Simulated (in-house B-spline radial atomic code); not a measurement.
## RPA and G0W0 on r2SCAN0: Ge²⁺

Configuration [Ar] 3d10 4s2, mean-field start r2SCAN0. Computed with an all-electron radial atomic-structure program (B-spline basis): all electrons, non-relativistic, point nucleus, each spin shell either full or empty, empty states to l = 9 with an (l + 1/2)⁻⁴ tail; G0W0 by contour deformation at full frequency.

Command:
```bash
python run_gw.py task.json out
```
Settings (radii: box in bohr, nucleus in fm):
```
Z                        32
electrons                30
configuration            [Ar] 3d10 4s2
hamiltonian              nr
method                   r2scan0
lmax                     9
spin_polarised           False
box_radius               17.55
intervals                52
ion_configuration        [Ar] 3d10 4s1
```

Cost of the run: 5.4 s on 1 thread of Arm Neoverse N1, with other jobs on the host.

Energies (hartree):

| term | value |
| --- | --- |
| mean-field total | -2076.05194 |
| Hartree-Fock functional on these orbitals | -2074.51848 |
| direct second order | -2.5785 |
| second-order exchange | 0.74553 |
| SOSEX correction | 0.67428 |

Problem. What is the RPA correlation energy, and what remains with SOSEX?

Solution. RPA gives -2.1907 hartree (-1.99 eV per electron); RPA + SOSEX gives -1.5165, and the second-order doubles -1.833 hartree (no singles). SOSEX takes back 31 % of the RPA value.

Quasi-particle levels (eV):

```csv
level,occupied,mean field,Σx - vxc,Σc,QP weight,G0W0
4s,yes,-30.04,-1.96,?,?,?
3d,yes,-54.48,-10.21,3.57,0.891,-61.11
4p,no,-18.525,3.94,-1.32,0.954,-15.910
```

G0W0 = mean field + (Σx - vxc) + Σc, with Σc (partial-wave tail included) taken at the quasi-particle energy. Only the outer levels were computed. Levels of low weight are left out.

Problem. Where does G0W0 put 4s?

Solution. At -33.85 eV, with Σc = -1.85 eV and a quasi-particle weight of 0.953. The tabulated removal energy is 34.058 ± 0.0012 eV (NIST, measured); the calculation leaves out relativity, Breit and QED terms, and what these don't explain is the method's own error.

Problem. What does it cost to remove one electron (to [Ar] 3d10 4s1) by differences of total energies, each species on its own start (correlation terms add to the Hartree-Fock functional)?

Solution. r2SCAN0 33.31 eV, Hartree-Fock functional 31.65 eV, + RPA 33.79 eV, + RPA + SOSEX 33.29 eV, + second order 34.21 eV. Tabulated: 34.058 ± 0.0012 eV (NIST, measured); the calculation leaves out relativity, Breit and QED terms, and what these don't explain is the method's own error.
